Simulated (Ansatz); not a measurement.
Start from `[SiH3][GeH2][SH]` and change one atom or group to get `[SiH3][GeH2][SiH3]`.

Ansatz, PBE0-D4/def2-TZVP geometries, multiplicity 1. Each molecule was computed in one conformer, which needn't be the lowest.

Scalar relativity is left out up to krypton.

```
                                                                                  property  `[SiH3][GeH2][SH]`
                                                        LUMO energy (PBE0/def2-TZVPP) / eV               -0.33
ideal-gas entropy at 298 K and 1 bar (rigid rotor, harmonic PBE0-D4/def2-TZVP) / J/(mol·K)                 354
                                                     HOMO–LUMO gap (B3LYP/def2-TZVPP) / eV                6.47
                                                      HOMO–LUMO gap (PBE0/def2-TZVPP) / eV                6.94
                                                        HOMO energy (PBE0/def2-TZVPP) / eV               -7.27
                                                     LUMO energy (ωB97M-V/def2-TZVPP) / eV                1.46
```

**Question.** What does the change do to each property? (Best estimate.)

**Answer.** Ansatz gave: 
```csv
property,`[SiH3][GeH2][SiH3]`,shift
LUMO energy (PBE0/def2-TZVPP) / eV,-0.10,0.23
"ideal-gas entropy at 298 K and 1 bar (rigid rotor, harmonic PBE0-D4/def2-TZVP) / J/(mol·K)",361,7
HOMO–LUMO gap (B3LYP/def2-TZVPP) / eV,7.44,0.97
HOMO–LUMO gap (PBE0/def2-TZVPP) / eV,7.83,0.89
HOMO energy (PBE0/def2-TZVPP) / eV,-7.93,-0.66
LUMO energy (ωB97M-V/def2-TZVPP) / eV,1.55,0.09
```

With PBE0 the HOMO falls by 0.66 eV and the LUMO rises by 0.23 eV, so the gap widens by about 0.89 eV. PBE moves the HOMO by -0.86 eV and ωB97M-V by -0.43 eV. The zero-point energy changes by 40.2 kJ/mol with +6 modes.

B3LYP here is the variant with VWN-RPA as its local correlation; programs differ in this.
